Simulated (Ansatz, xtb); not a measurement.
Two isomers of C4H3ClFN

Structure a is `Fc1c[nH]c(Cl)c1`, a singlet and structure b is `Fc1ccc(Cl)[nH]1`, a singlet. Both are isolated molecules in the gas phase, relaxed with PBE0-D3(BJ)/def2-SVP.

Quicker runs give these differences E(b) − E(a): GFN2-xTB −3.20 kJ/mol; HF/STO-3G −8.39 kJ/mol (at GFN2-xTB geometries); r2SCAN-D4/def2-SVP −2.29 kJ/mol (at GFN2-xTB geometries).

**Question.** Estimate E(b) − E(a) at the level CCSD(T)/def2-SVP + ΔMP2/def2-TZVPP.

**Answer.** CCSD(T)/def2-SVP + ΔMP2/def2-TZVPP gives E(b) − E(a) = −1.35 kJ/mol, slightly favouring structure b, which is too small a margin to settle the true order.

The same difference at several levels:

```json
{"level": "GFN2-xTB", "geometry": "GFN2-xTB", "E(b) − E(a) (kJ/mol)": "−3.20", "departure from the last row (kJ/mol)": "−1.85", "job, with rough time for the two": "optimisation, 0.12 s"}
{"level": "HF/STO-3G", "geometry": "GFN2-xTB", "E(b) − E(a) (kJ/mol)": "−8.39", "departure from the last row (kJ/mol)": "−7.04", "job, with rough time for the two": "single point, 0.46 s"}
{"level": "r2SCAN-D4/def2-SVP", "geometry": "GFN2-xTB", "E(b) − E(a) (kJ/mol)": "−2.29", "departure from the last row (kJ/mol)": "−0.94", "job, with rough time for the two": "single point, 5.6 s"}
{"level": "PBE0-D3(BJ)/def2-SVP", "geometry": "PBE0-D3(BJ)/def2-SVP", "E(b) − E(a) (kJ/mol)": "−2.75", "departure from the last row (kJ/mol)": "−1.40", "job, with rough time for the two": "optimisation, 35 s"}
{"level": "HF/def2-SVP", "geometry": "PBE0-D3(BJ)/def2-SVP", "E(b) − E(a) (kJ/mol)": "−5.44", "departure from the last row (kJ/mol)": "−4.08", "job, with rough time for the two": "part of the CCSD(T) run"}
{"level": "MP2/def2-SVP", "geometry": "PBE0-D3(BJ)/def2-SVP", "E(b) − E(a) (kJ/mol)": "−2.86", "departure from the last row (kJ/mol)": "−1.51", "job, with rough time for the two": "part of the CCSD(T) run"}
{"level": "CCSD(T)/def2-SVP", "geometry": "PBE0-D3(BJ)/def2-SVP", "E(b) − E(a) (kJ/mol)": "−3.29", "departure from the last row (kJ/mol)": "−1.94", "job, with rough time for the two": "single point"}
{"level": "CCSD(T)/def2-SVP + ΔMP2/def2-TZVPP", "geometry": "PBE0-D3(BJ)/def2-SVP", "E(b) − E(a) (kJ/mol)": "−1.35", "departure from the last row (kJ/mol)": "", "job, with rough time for the two": "single point, 77 s"}
```

As drawn, both hold the same kinds of bond in the same numbers.

The largest departure from CCSD(T)/def2-SVP + ΔMP2/def2-TZVPP is that of HF/STO-3G, 7.04 kJ/mol. The last row adds to CCSD(T) the change of the MP2 difference between the two basis sets, here +1.94 kJ/mol.

With thermal terms from frequencies at re-optimised GFN2-xTB minima (ideal gas, soft modes damped towards free rotors, one conformer each, 298.15 K, 1 atm): on the last row, ΔE + ΔZPE = −1.31, ΔH = −1.28, ΔG = −1.39 kJ/mol.

The correlated steps freeze 11 core orbitals. Codes used: Ansatz 0.2.0, xtb 6.7.1; the last row on 2 threads of Arm Neoverse V1 on a shared host.
